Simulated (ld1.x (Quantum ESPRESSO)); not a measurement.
**Which change was made? (Rh, PAW)**

Rh (Z = 45), PAW, made with ld1.x (Quantum ESPRESSO) 7.5 (PBE, scalar-relativistic). Core [Ar] 3d10 4s2, reference 4p6 4d8 5s1 5p0. Waves: 5s (bound): rcut 2.75, rcutus 3.10 bohr; 5s channel at 1.8 Ry: rcut 2.75, rcutus 3.10 bohr; 4p (bound): rcut 1.70, rcutus 2.25 bohr; 5p (bound, empty): rcut 1.70, rcutus 2.25 bohr; 4d (bound): rcut 1.20, rcutus 1.35 bohr; 4d channel at 1.8 Ry: rcut 1.20, rcutus 1.35 bohr. Local part: all-electron potential smoothed inside 2.30 bohr (lloc = -1). Core correction: Bessel-smoothed model core inside 1.15 bohr. Augmentation charge: BG, radius 1.35 bohr.

Cutoffs, loose and tight: the cutoffs (Ry, on a coarse ladder) from which the occupation-weighted sum of valence levels, in a spherical-Bessel basis at the reference potential, stays within 10 and 1 mRy of its value at 400 Ry. They do not see the model core or the augmentation charge, which bear on the density cutoff. Test errors are all-electron minus pseudo excitation energies from the reference, over the configurations 4p6 4d8 5s0 5p0; 4p6 4d7 5s0 5p0; 4p6 4d6 5s0 5p0; 4p6 4d8.5 5s0.5 5p0; 4p6 4d7 5s1 5p1; 4p6 4d8 5s0 5p1; 4p5 4d8 5s1 5p0; variants that change the core or the reference have their own tests. The largest error is taken over the tests solved by every variant that gives reliable tests at all, those not shown here included: 4p6 4d6 5s0 5p0; 4p6 4d7 5s0 5p0; 4p6 4d8 5s0 5p0; 4p6 4d8.5 5s0.5 5p0.

The base gives: outcome: generated; cutoff, loose: 55 Ry; cutoff, tight: 100 Ry; bound ghosts: none; largest test error (meV): -29.

After one change the result is: outcome: generated, overlap not positive; bound ghosts: not determined (overlap not positive); largest test error (meV): -14. Which change was it?
A. waves 5s (bound): rcut 2.14, rcutus 2.26 bohr; 5s channel at 1.8 Ry: rcut 2.14, rcutus 2.26 bohr
B. local potential all-electron potential smoothed inside 1.95 bohr (lloc = -1)
C. type ultrasoft; local potential all-electron potential smoothed inside 1.45 bohr (lloc = -1); augmentation PSQ, inside the norm-conserving radii
D. reference 4p6 4d8 5s0 5p0
E. waves 4d (bound): rcut 1.20, rcutus 1.54 bohr; 4d channel at 1.8 Ry: rcut 1.20, rcutus 1.54 bohr

C. The others give: waves 4d (bound): rcut 1.20, rcutus 1.54 bohr; 4d channel at 1.8 Ry: rcut 1.20, rcutus 1.54 bohr → outcome: generated; cutoff, loose: 45 Ry; cutoff, tight: 70 Ry; bound ghosts: none; largest test error (meV): +33 | local potential all-electron potential smoothed inside 1.95 bohr (lloc = -1) → outcome: generated; cutoff, loose: 55 Ry; cutoff, tight: 100 Ry; bound ghosts: s; largest test error (meV): +54 | waves 5s (bound): rcut 2.14, rcutus 2.26 bohr; 5s channel at 1.8 Ry: rcut 2.14, rcutus 2.26 bohr → outcome: failed: run_pseudo: Errors in PS-KS equation | reference 4p6 4d8 5s0 5p0 → outcome: generated; cutoff, loose: 55 Ry; cutoff, tight: 100 Ry; bound ghosts: none; largest test error (meV): +2013. A file whose overlap is not positive is unfit for use, and its test errors describe a broken file.
